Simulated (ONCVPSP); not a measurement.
caesium (Cs): one change to an ONCV potential, before and after

- Element: Cs (Z = 55)
- Generator: ONCVPSP 4.0.1
- Type: optimised norm-conserving Vanderbilt (ONCV)
- Functional: PBE
- Relativity: fully relativistic
- Frozen core: [Kr] 4d10
- Valence charge: 9
- Reference configuration: 5s2 5p6 6s1
- Partial waves: 5s+6s: rc 2.30 bohr, ncon 4, nbas 7, qcut 3.9 1/bohr, 2 projectors; 5p: rc 2.90 bohr, ncon 4, nbas 7, qcut 4.8 1/bohr, 2 projectors, debl 3.2 Ha; d scattering state at 0.02 Ha: rc 2.30 bohr, ncon 4, nbas 8, qcut 3.5 1/bohr, local
- Local potential: the d channel
- Core correction: Teter function, fcfact 2.25, rcfact 1.75

Open shells are filled in proportion to 2j + 1.

All-electron outer shells of the reference configuration (PBE, scalar-relativistic, ld1.x):

```tsv
shell	level (eV)	outermost node (bohr)	outermost maximum (bohr)
5s	-26.73	0.82	1.54
5p	-13.52	0.89	1.79
6s	-2.09	2.11	4.80
```

Change: d: nproj 1; local potential polynomial inside 2.10 bohr (lpopt 5, dvloc0 2 Ha).

Cutoffs: the cutoffs (Ha) at which the residual kinetic energy of the hardest occupied pseudo-wave falls to 1 and 0.1 mHa per electron; they do not see the model core or the augmentation charge, which bear on the density cutoff. Errors are all-electron minus pseudo energies relative to the spin-unpolarised reference configuration.

**Question.** How do hardness, ghosts and transferability respond?

**Answer.** The potential gets neither clearly harder nor softer (7.4 Ha and 20 Ha → 7.4 Ha and 20 Ha); of the 4 tests that both files solve, the error grows in 2 and shrinks in 0 by more than 15 % and 0.3 meV (median size 1.9 → 8.7 meV); neither file shows a bound ghost.

| quantity | base | changed |
| --- | --- | --- |
| cutoff, loose | 7.4 Ha | 7.4 Ha |
| cutoff, tight | 20 Ha | 20 Ha |
| bound ghosts | none | none |
| GHOST(+) flags under 300 eV | none | none |
| error for 5s2 5p6 6s0, meV [ΔE 3.86 eV] | -2.4 | -2.6 |
| error for 5s2 5p6 6s0.5, meV [ΔE 1.47 eV] | -0.3 | -0.3 |
| error for 5s2 5p6 6s0 6p1, meV [ΔE 1.37 eV] | +1.4 | -15 |
| error for 5s2 5p5 6s1, meV [ΔE 17.91 eV] | -38 | -47 |
| s: phases at 2.33 bohr within 0.05 rad from the reference energy up to (Ha; the scan ends near 5) | 4.5 | 4.0 |
| p3/2: phases at 2.94 bohr within 0.05 rad from the reference energy up to (Ha; the scan ends near 5) | 0.7 | 0.3 |
| p1/2: phases at 2.94 bohr within 0.05 rad from the reference energy up to (Ha; the scan ends near 5) | 0.7 | 0.6 |
| d5/2: phases at 2.33 bohr within 0.05 rad from the reference energy up to (Ha; the scan ends near 5) | 2.3 | 2.1 |
| d3/2: phases at 2.33 bohr within 0.05 rad from the reference energy up to (Ha; the scan ends near 5) | 2.4 | 2.2 |
| rms error of d²Exc/dni dnj with the model core, mHa | 1.42 | 1.42 |

Base: These tests converged, but a pseudo level misses the all-electron one widely, so the file describes the atom poorly there or has found another state: 5s2 5p6 6s0 6p1: empty 6s by 2.9 eV. Changed file: These tests converged, but a pseudo level misses the all-electron one widely, so the file describes the atom poorly there or has found another state: 5s2 5p6 6s0 6p1: empty 6s by 2.9 eV.
